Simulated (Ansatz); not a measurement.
CH4F2O3W (`C[O][W](=[O])([OH])([F])[F]`). The species carries charge 0 and has multiplicity 1. W takes the def2 core potential.

```xyz
11

C     0.4829    1.2981   -1.2346
O     0.8933    0.5599   -0.0932
W     0.0281   -0.5816    1.0614
O     1.3938   -1.0927    1.9299
O    -0.3481   -2.3153    0.4543
F    -0.8729    0.1845    2.4821
F    -1.6228   -0.1939    0.0560
H    -0.5988    1.2449   -1.3619
H     0.9885    0.8833   -2.1081
H     0.7994    2.3319   -1.0906
H    -1.1435   -2.3191   -0.0953
```

(1) What are the harmonic wavenumbers in cm⁻¹ at PBE0-D4/def2-TZVP (Ansatz, finite differences of forces, unscaled)? (Estimate.)

(2) Is this a minimum?

(3) Give the ideal-gas thermochemistry at 298.15 K and 1 bar (rigid rotor, harmonic oscillator; point group C1, symmetry number 1).

(4) And at 400, 500, 600, 800 and 1000 K?

Results:

(1) Ansatz gave: 86, 104, 110, 151, 192, 231, 238, 294, 324, 341, 538, 623, 626, 697, 734, 880, 1054, 1120, 1173, 1184, 1466, 1484, 1493, 3058, 3145, 3157, 3806.

(2) Yes, all 27 modes are real.

(3) Zero-point energy 169.3 kJ/mol; H(298) − E = 196.3 kJ/mol; entropy 404.2 J/(mol·K), of which translation 179.4, rotation 119.0, vibration 105.8; G(298) − E = 75.8 kJ/mol. Modes under 100 cm⁻¹ are hindered rotations or soft bends, so the harmonic entropy is rough.

(4) 
```csv
T (K),H − E (kJ/mol),S (J/mol/K),G − E (kJ/mol)
400,211.2,447.1,32.4
500,227.7,483.7,-14.2
600,245.4,516.1,-64.2
800,283.9,571.4,-173.2
1000,325.3,617.5,-292.2
```
